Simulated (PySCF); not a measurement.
Re(O)3(Me), CH3O3Re, SMILES [CH3][Re](=[O])(=[O])=[O], CAM-B3LYP/def2-SVP optimised geometry. Atoms within 1.6 Å of the plane z = 0.6 Å (x, y, z in Å): Re1 (-0.02, -1.25, 0.00), O2 (1.68, -1.25, 0.00), O3 (-0.69, -1.90, 1.42), C5 (-0.58, 0.76, 0.00), H6 (-0.18, 1.24, 0.90), H7 (-1.68, 0.83, 0.00), H8 (-0.17, 1.25, -0.90).

Level of theory: CAM-B3LYP/def2-TZVP, def2 effective core potentials past Kr run with PySCF. The core electrons that the potentials of Re replace are not part of the density.

Map of the electron localisation function on the plane z = 0.6 Å:

```
|00000000000000000000000000000|
|00000000000000000000000000000|
|00000000000000000000000000000|
|00000000000000000000000000000|
|00000000000000000000000000000|
|00000000000011110000000000000|
|00000000000245542000000000000|
|00000012112478875200000000000|
|00000366433689997410000000000|
|00003788755799998410000000000|
|00005999976799997300000000000|
|00016999986689985100000000000|
|00005899986567763000000000000|
|00002678765567642000010000000|
|00000123334566531112222100000|
|00000000012333210135554210000|
|00000000001112321257766420000|
|00000000011125762268887631000|
|00000000122236873278888641000|
|00000001244335763278888641000|
|00000001355533442267887631000|
|00000001356653221246666421000|
|00000001246664311123444210000|
|00000000134554311111222100000|
|00000000012333210000000000000|
|00000000001111100000000000000|
|00000000000000000000000000000|
|00000000000000000000000000000|
|00000000000000000000000000000|
```
Scale: ten equal steps from 0.000 (start of '0') to 0.991 (end of '9'), in the order '0123456789'; x runs from -4.00 to 4.00, y from -4.00 (bottom) to 4.00 (top).
